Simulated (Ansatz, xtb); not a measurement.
# C5H5ClO: which of two isomers lies lower

Structure a: `OC1=CCC=C1Cl`, a singlet. Structure b: `OC1=C(Cl)C=CC1`, a singlet. Both are isolated molecules in the gas phase, relaxed with r2SCAN-D4/def2-SVP; the shapes shown needn't be the lowest conformers.

a (Å):

```xyz
12

C    -0.2137   -0.2641    0.3254
C    -0.1517    0.1176    1.6271
C     1.2368    0.6106    1.9101
C     1.9780    0.4695    0.6122
C     1.1066   -0.0405   -0.2841
Cl    1.3634   -0.4297   -1.9534
O    -1.2592   -0.7645   -0.3506
H    -0.9683   -0.9320   -1.2621
H    -0.9651    0.0770    2.3509
H     1.7338    0.0302    2.7126
H     1.2470    1.6628    2.2572
H     3.0213    0.7331    0.4419
```

b (Å):

```yaml
atoms:
  - { symbol: C, position_ang: [0.6994, 0.5105, -0.1043] }
  - { symbol: C, position_ang: [0.0701, 1.0013, 0.9984] }
  - { symbol: C, position_ang: [0.2472, 0.0863, 2.1215] }
  - { symbol: C, position_ang: [0.9881, -0.9707, 1.7082] }
  - { symbol: C, position_ang: [1.3409, -0.7931, 0.2546] }
  - { symbol: Cl, position_ang: [-0.8031, 2.5003, 1.0183] }
  - { symbol: O, position_ang: [0.7854, 1.0297, -1.3368] }
  - { symbol: H, position_ang: [0.2972, 1.8705, -1.3308] }
  - { symbol: H, position_ang: [-0.1646, 0.2586, 3.1175] }
  - { symbol: H, position_ang: [1.2955, -1.8275, 2.3086] }
  - { symbol: H, position_ang: [0.9556, -1.6139, -0.3788] }
  - { symbol: H, position_ang: [2.4332, -0.7594, 0.0841] }
```

Quicker runs give these differences E(b) − E(a): GFN2-xTB −1.63 kJ/mol; HF/STO-3G −10.46 kJ/mol (at GFN2-xTB geometries); r2SCAN-D4/def2-SVP//GFN2-xTB +1.27 kJ/mol.

**Question.** Estimate E(b) − E(a) at the level CCSD(T)/def2-SVP + ΔMP2/def2-TZVPP.

**Answer.** CCSD(T)/def2-SVP + ΔMP2/def2-TZVPP gives E(b) − E(a) = +1.60 kJ/mol, slightly favouring structure a, which is too small a margin to settle the true order.

The same difference at several levels:

| level | geometry | E(b) − E(a) (kJ/mol) | departure from the last row (kJ/mol) | job, with rough time for the two |
| --- | --- | --- | --- | --- |
| GFN2-xTB | GFN2-xTB | −1.63 | −3.24 | optimisation, 0.34 s |
| HF/STO-3G | GFN2-xTB | −10.46 | −12.07 | single point, 1.5 s |
| r2SCAN-D4/def2-SVP//GFN2-xTB | GFN2-xTB | +1.27 | −0.33 | single point, 9.6 s |
| r2SCAN-D4/def2-SVP | r2SCAN-D4/def2-SVP | +1.51 | −0.09 | optimisation, 77 s |
| HF/def2-SVP | r2SCAN-D4/def2-SVP | −4.17 | −5.78 | part of the CCSD(T) run |
| MP2/def2-SVP | r2SCAN-D4/def2-SVP | −0.94 | −2.54 | part of the CCSD(T) run |
| CCSD(T)/def2-SVP | r2SCAN-D4/def2-SVP | −1.01 | −2.61 | single point |
| CCSD(T)/def2-SVP + ΔMP2/def2-TZVPP | r2SCAN-D4/def2-SVP | +1.60 |  | single point, 2.4 min |

As drawn, both hold the same kinds of bond in the same numbers.

The largest departure from CCSD(T)/def2-SVP + ΔMP2/def2-TZVPP is that of HF/STO-3G, 12.07 kJ/mol. The last row adds to CCSD(T) the change of the MP2 difference between the two basis sets, here +2.61 kJ/mol.

With thermal terms from frequencies at re-optimised GFN2-xTB minima (ideal gas, soft modes damped towards free rotors, one conformer each, 298.15 K, 1 atm): on the last row, ΔE + ΔZPE = +2.04, ΔH = +2.18, ΔG = +1.76 kJ/mol.

The correlated steps freeze 11 core orbitals. Programs: Ansatz 0.2.0, xtb 6.7.1; the last row on 2 threads of Intel(R) Xeon(R) Processor @ 2.50GHz (Skylake/Cascade Lake) on a shared host.
